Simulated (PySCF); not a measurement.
SMILES [BH3-][NH3+] at its PBE0/def2-SVP optimised geometry (Å):

```
8

B     -0.8393    -0.1145     0.0000
N      0.7960    -0.1145     0.0000
H     -1.1654    -0.7048     1.0223
H     -1.1654     1.0659     0.0000
H     -1.1654    -0.7048    -1.0223
H      1.1654     0.3608    -0.8241
H      1.1654    -1.0659     0.0004
H      1.1654     0.3615     0.8237
```

Calculation: PBE0/def2-TZVP in PySCF. Cells within 0.4 Å of a nucleus heavier than hydrogen are left out (blank, or x).

Map of the Laplacian of the electron density (e/bohr⁵), clipped to [-1.50, 1.50] on the plane z = 0.0 Å:

```
|555555555555555555555555555|
|555555555555555555555555555|
|555555555555555555555555555|
|555555555555555555555555555|
|555555555555555555555555555|
|555555555555555555555555555|
|555555555555555555555555555|
|555555555555555555555555555|
|555555554455555555555555555|
|555555550045555555555555555|
|555555553145555555555555555|
|555555554334555666655555555|
|5555555548x75553x3555555555|
|555555556xxx542xxx565555555|
|555555556xxx542xxx555555555|
|555555555696555300455555555|
|555555555555555530355555555|
|555555555555555540055555555|
|555555555555555554555555555|
|555555555555555555555555555|
|555555555555555555555555555|
|555555555555555555555555555|
|555555555555555555555555555|
|555555555555555555555555555|
|555555555555555555555555555|
|555555555555555555555555555|
|555555555555555555555555555|
```
Scale: ten equal steps from -1.50 (start of '0') to 1.50 (end of '9'), in the order '0123456789'; x runs from -3.50 to 3.50, y from -3.50 (bottom) to 3.50 (top).
